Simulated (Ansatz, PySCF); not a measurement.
C$_{2}$H$_{5}$O (SMILES CC[O-]), charge -1, singlet, geometry from GFN2-xTB, with bond 3-2 at 2.4 times its length. Base run: CASSCF(2,4)/6-31G (PySCF).

The PySCF input:
```python
from pyscf import gto, scf, mcscf
import numpy

mol = gto.M(
    atom='''
C     1.140799   -0.410478   -0.009101
C    -0.151040    0.496083   -0.000111
O    -2.874923   -1.001375    0.029003
H     0.019122    1.207797    0.901829
H     0.002732    1.202400   -0.909209
H     2.050888    0.196714   -0.019148
H     1.146313   -1.046208    0.876113
H     1.130325   -1.051473   -0.890466
''',
    basis='6-31g',
    charge=-1,
    spin=0,
    verbose=4,
)

mf = scf.RHF(mol)
mf.kernel()
mc = mcscf.CASSCF(mf, 4, 2)
mc.fix_spin_(ss=0.0)
mc.kernel()
occ = numpy.linalg.eigvalsh(mc.fcisolver.make_rdm1(mc.ci, mc.ncas, mc.nelecas))[::-1]
ss = mc.fcisolver.spin_square(mc.ci, mc.ncas, mc.nelecas)[0]
print('natural occupations', occ.round(4), ' <S^2>', round(ss, 4))
```

Programs used: Ansatz (a first-principles code), PySCF; a row that names a program was run with it.

Variants of this job, named by their change:

```
change                                                ΔE vs base (kcal/mol)                      natural occupations  <S^2> of the state        outcome
----------------------------------------------------  ---------------------  ---------------------------------------  ------------------  -------------
base                                                                  0.000                      1.32 0.68 0.00 0.00                0.00      converged
active space = 8 electrons, 7 orbitals                                    -                                        -                   -  not converged
active space = 2 electrons, 2 orbitals                                0.072                                1.32 0.68                0.00      converged
state_average = 2 states                                              10.98                                        -                   -      converged
code = ansatz                                                         0.003                                        -                   -      converged
conv_tol = 1e-5                                                       0.034                      1.32 0.68 0.00 0.00                0.00      converged
code = ansatz; correction = SC-NEVPT2, all electrons                 -164.3                                        -                   -      converged
solver = newton                                                       0.000                      1.32 0.68 0.00 0.00                0.00      converged
active space = 10 electrons, 8 orbitals                                   -                                        -                   -  not converged
correction = SC-NEVPT2                                               -164.9                      1.32 0.68 0.00 0.00                0.00      converged
active space = 6 electrons, 8 orbitals                               -33.33  1.97 1.97 1.33 0.67 0.03 0.03 0.00 0.00                0.00      converged
```

Active orbitals are taken around the Fermi level unless the row says otherwise; CASSCF can end in different local minima, and two programs can end on different orbitals. State-averaged rows give the lowest state.

Ansatz warned in this series: the state or the total is in doubt.
